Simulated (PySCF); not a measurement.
These compounds are isomers of formula C$_{8}$H$_{8}$FOP.

A. `InChI=1S/C8H8FOP/c1-5-3-8(9)11-4-7(5)6(2)10/h3-4H,1-2H3`
B. `InChI=1S/C8H8FOP/c1-5-3-7(6(2)10)8(9)11-4-5/h3-4H,1-2H3`
C. `InChI=1S/C8H8FOP/c1-2-11(10)8-6-4-3-5-7(8)9/h2-6,11H,1H2`
D. `C=Cc1pc(F)oc1C1CC1`

Spectrum 1. ¹³C{¹H} NMR (computed): δ 171.9 (C), 143.3 (CH2), 140.2 (CH), 139.3 (CH), 139.3 (CH), 130.1 (CH), 127.3 (C), 120.1 (CH).

Spectrum 2. ¹³C{¹H} NMR (computed): δ 212.7 (C), 211.5 (C), 160.5 (CH), 150.1 (C), 146.9 (C), 130.0 (CH), 34.6 (CH3), 23.3 (CH3).

Spectrum 3. ¹³C{¹H} NMR (computed): δ 207.4 (C), 155.1 (C), 141.0 (C), 136.3 (CH), 121.2 (CH2), 12.3 (CH), 10.9 (CH2).

Spectrum 4. ¹³C{¹H} NMR (computed): δ 208.9 (C), 202.8 (C), 169.7 (CH), 145.6 (C), 142.0 (CH), 136.3 (C), 35.1 (CH3), 27.0 (CH3).

[PySCF 2.14.0 with density-fitted response routines: GIAO PBE0/pcSseg-1 shieldings; coordinates at the GFN2-xTB level; no solvent model; one averaged value for each set of equivalent atoms; a single conformation; non-relativistic]

Scale: TMS for ¹³C (reference shieldings calculated alike). Splittings of carbon signals by F and P are missing where no couplings were computed. Shifts are as computed. Against solution values, carbons near 30 ppm lie about +3 ppm off and those near 130 ppm about +5 ppm. Of 1211 compounds with measured shifts, 218 miss one by over three times the rms of a fit or turn the order of signals round; such compounds aren't used in these exercises.

Which spectrum belongs to which compound?

Answers

1–C, 2–A, 3–D, 4–B.

- Spectrum 1 (C): 8 ¹³C signals; δC 171.9 is an aromatic carbon bearing fluorine; δC 143.3 is a terminal =CH2 carbon.
- Spectrum 2 (A): 8 ¹³C signals; δC 212.7 is a ketone carbonyl carbon; δC 211.5 is an aromatic carbon bearing fluorine.
- Spectrum 3 (D): 7 ¹³C signals; δC 207.4 is an aromatic carbon bearing fluorine; δC 136.3 is an alkene CH.
- Spectrum 4 (B): 8 ¹³C signals; δC 208.9 is an aromatic carbon bearing fluorine; δC 202.8 is a ketone carbonyl carbon.
